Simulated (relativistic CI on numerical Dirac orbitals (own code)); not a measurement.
Hyperfine structure of Pb XLVIII, mass number 207

Method of calculation: Dirac-Coulomb-Breit CI, KLI orbitals optimised for each configuration, model QED, unscaled Slater integrals (own radial code, finite nucleus).

Configurations in the expansion (outside the closed core [Ar] 3d10): 4s²4p⁵, 4s4p⁶, 4s²4p⁴4d, 4s4p⁵4d, 4s²4p⁴4f, 4s4p⁵4f, 4p⁶4d, 4s4p⁴4d², 4s²4p³4d4f, 4p⁶4f, 4p⁵4d4f, 4p⁵4d², 4p⁴4d³, 4p⁴4d²4f. Double excitations out of closed p, d and f shells are left out; levels of such configurations are missing from the list, as are those of other unlisted configurations, and high levels can miss mixing partners.

Nuclear spin I = 1/2, μ = 0.5906 μN (tables of Stone and Pyykkö). The electronic factors are computed for point nuclear moments, without core polarisation or the Bohr-Weisskopf and QED corrections.

```tsv
Level	E (cm⁻¹)	A (GHz)
4s²4p⁵ ²P°3/2	0	104.1
4s²4p⁵ ²P°1/2	1306828	1084
4s²4p⁴4d ²D3/2	1552737	54.65
4s²4p⁴4d ⁴F9/2	1715349	57.37
4s²4p⁴4d ²P1/2	1735927	42.51
4s²4p⁴4d ²D5/2	1838969	29.11
4s²4p⁴4d ²D5/2	1924170	41.51
4s4p⁶ ²S1/2	2325809	2835
```

Levels with J = 0, under 50 % of one LS term, or S terms without an open s electron are left out. Small factors come from cancelling terms and can be off by tens of per cent or more.

At this charge energies of transitions that change n are usually good to better than 1 %, and those within a shell (Δn = 0) to a few per cent.

Give the hyperfine levels of 4s²4p⁵ ²P°1/2 relative to its centre of gravity.

With K = F(F + 1) − I(I + 1) − J(J + 1), E = AK/2: F = 0: -812.9, F = 1: 271 GHz.

LS names give the leading component of a level, which can be under half, so a name can repeat, a term be missing and a line seem to break the LS rules.
